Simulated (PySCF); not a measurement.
SiHBr3, SMILES Br[SiH](Br)Br. Atoms are numbered in the order given.

```xyz
5

Si     0.0000     0.0000     0.6282
Br     1.7932    -1.0353    -0.1038
Br     0.0000     2.0706    -0.1038
Br    -1.7932    -1.0353    -0.1038
H      0.0000     0.0000     2.1029
```

The structure is a stationary point at ωB97X-D3(BJ)/def2-SVP.

Calculation: SMD-M06-2X/6-31G* (PySCF).

Solvation free energies are E(SMD) − E(gas) at the gas-phase geometry, for 1 M in both phases. Bromine has the revised SMD18 radius of 2.60 Å. In vacuum the dipole moment is 1.04 D.

Computed solvation free energies in water, chlorobenzene, ethanol:
```
solvent        ΔG(solv) (kcal/mol)  its non-electrostatic (CDS) part  dipole (D)
-------------  -------------------  --------------------------------  ----------
water                         -2.0                              -0.6        1.50
chlorobenzene                 -6.4                              -5.4        1.37
ethanol                       -6.3                              -4.9        1.48
```
